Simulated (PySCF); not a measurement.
Isomers of CH6AsB, mass 103.978 u with the commonest isotopes. Computed with PBE0-D3(BJ)/def2-SVP geometry optimisation, gas phase in PySCF 2.14.0. One conformer each, none proved a minimum here; rigid rotors.

Question: Order these by rotational constant A, largest first.
A. `[BH2:1][CH2:2][AsH2:3]` with H–B1–C2–As3 88° and -89°, B1–C2–As3–H -48° and 45°
B. `[CH3:1][BH:2][AsH2:3]` with C1–B2–As3–H -41° and -139°
C. `[BH2:1][AsH:2][CH3:3]` with H–B1–As2–C3 150° and -40°

Answer: B (30270 MHz), A (19519 MHz), C (13293 MHz).

Question: Order these by dipole moment, largest first.
A. `[BH2:1][AsH:2][CH3:3]` with H–B1–As2–C3 150° and -40°
B. `[CH3:1][BH:2][AsH2:3]` with C1–B2–As3–H -41° and -139°
C. `[BH2:1][CH2:2][AsH2:3]` with H–B1–C2–As3 88° and -89°, B1–C2–As3–H -48° and 45°

Answer: A (1.27 D), B (1.14 D), C (1.01 D).

Question: Order these by rotational constant C, largest first.
A. `[BH2:1][CH2:2][AsH2:3]` with H–B1–C2–As3 88° and -89°, B1–C2–As3–H -48° and 45°
B. `[BH2:1][AsH:2][CH3:3]` with H–B1–As2–C3 150° and -40°
C. `[CH3:1][BH:2][AsH2:3]` with C1–B2–As3–H -41° and -139°

Answer: B (4557 MHz), A (4156 MHz), C (3073 MHz).

```csv
SMILES,point group,Ia (u·Å²),Ib (u·Å²),Ic (u·Å²),κ,μa (D),μb (D),μc (D)
CB[AsH2],–,16.70,154.61,164.46,-0.99,0.96,0.23,0.57
B[AsH]C,–,38.02,81.31,110.90,-0.62,1.10,0.42,0.48
BC[AsH2],Cs,25.89,108.30,121.60,-0.93,0.74,0.69,0.01
```
